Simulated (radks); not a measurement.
Values are calculated unless marked as measured or tabulated.
Question: All-electron atom: Kr+ in [Ar] 3d10 4s2 4p5. Code: a radial shooting solver on a logarithmic mesh with Libxc functionals. Model: Dirac Kohn-Sham, PBEsol, spin-unpolarised, spherical densities, finite nucleus; open shells fill j = l - 1/2 first; Fermi nuclear charge, rms radius 4.1884 fm. Some entries of the table are withheld. Estimate them.

orbital  occ.  eigenvalue (hartree)  <1/r> (bohr^-1)  <r^2> (bohr^2)
1s1/2       2             -520.1771            36.75        0.002320
2s1/2       2             -68.87199            8.223         0.03970
2p1/2       2             -62.29674            8.194         0.03041
2p3/2       4             -60.32073            7.909         0.03185
3s1/2       2             -10.11476            2.712          0.3237
3p1/2       2                   (1)            2.598          0.3335
3p3/2       4                   (2)            2.530          0.3466
3d3/2       4                   (3)            2.283          0.3774
3d5/2       6                   (4)            2.265          0.3827
4s1/2       2              -1.24709           0.8693           2.697
4p1/2       2              -0.73512           0.7338             (5)
4p3/2       3              -0.70858           0.7170             (6)

Answer: 
(1) 3p1/2 eigenvalue (hartree): -7.79358
(2) 3p3/2 eigenvalue (hartree): -7.50261
(3) 3d3/2 eigenvalue (hartree): -3.45337
(4) 3d5/2 eigenvalue (hartree): -3.40546
(5) 4p1/2 <r^2> (bohr^2): 3.761
(6) 4p3/2 <r^2> (bohr^2): 3.917
